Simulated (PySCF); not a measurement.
Two species compared at the same levels of theory.

First species: C₄H₁₂OSSi₂.
Geometry (GFN2-xTB, Å), atoms numbered from 1 in this order:
```
atom  x, y, z in Å
C1    -2.8227   -0.3492   -0.4617
C2    -1.4788   -0.8389   -0.9878
Si3   -0.0823   -0.7445    0.2967
S4     1.4933   -2.0555   -0.2212
Si5    3.3334   -1.0344    0.3865
C6     0.7215    1.0050    0.3652
C7    -0.1695    2.2089    0.3199
O8     1.9272    1.1101    0.4581
H9    -2.7824    0.7041   -0.1942
H10   -3.5973   -0.4759   -1.2158
H11   -3.1153   -0.9115    0.4214
H12   -1.2156   -0.2791   -1.8877
H13   -1.5777   -1.8799   -1.2955
H14   -0.5826   -0.9848    1.6553
H15    3.2015   -0.6127    1.7688
H16    3.7374   -0.1210   -0.6650
H17    4.2137   -2.2042    0.3429
H18   -0.9077    2.1318    1.1149
H19   -0.7013    2.2126   -0.6297
H20    0.4000    3.1298    0.4257
```

Second species: 2-chloro-3-fluoropyridine, C5H3ClFN.
SMILES: `c1(F)cccnc1Cl`

Levels: PBE0/pcSseg-1 for dipole moment, HOMO energy, LUMO energy and HOMO–LUMO gap; GFN2-xTB for rotational constant A and rotational constant C. Geometries: GFN2-xTB. Each species is one conformer at its optimised geometry, gas phase, non-relativistic unless stated. Electronic properties by PySCF.

Dipoles, sizes and rotational constants follow the conformer. The torsions of the flexible species, by atom-mapped SMILES:
- `[CH3:1][CH2:2][Si@@H:3]([S:4][SiH3:5])[C:6]([CH3:7])=[O:8]`: C1–C2–Si3–S4 159°, C2–Si3–S4–Si5 144°, C2–Si3–C6–C7 43°

Values for the first species:

| Item | Value |
| --- | --- |
| Dipole moment | 4.04 D |
| HOMO energy | -6.98 eV |
| LUMO energy | -1.45 eV |
| HOMO–LUMO gap | 5.53 eV |
| Rotational constant A | 1.727 GHz |
| Rotational constant C | 0.588 GHz |

(1) Estimate the same properties for the second species, and the change in each.

Answers

(1) 
```
             property      first     second  second less first
        dipole moment     4.04 D     3.39 D            -0.65 D
          HOMO energy   -6.98 eV   -7.65 eV           -0.67 eV
          LUMO energy   -1.45 eV   -1.39 eV           +0.06 eV
        HOMO–LUMO gap    5.53 eV    6.26 eV           +0.73 eV
rotational constant A  1.727 GHz  2.924 GHz         +1.197 GHz
rotational constant C  0.588 GHz  1.045 GHz         +0.457 GHz
```

On the first: The dipole matches unit charges of opposite sign 0.84 Å apart (1 e·Å = 4.8032 D).

On the second: A dipole of 3.39 D is allowed in Cs, and pure rotational transitions are dipole-allowed. In atomic units the dipole is 1.33 e·bohr (1 au = 2.5417 D).
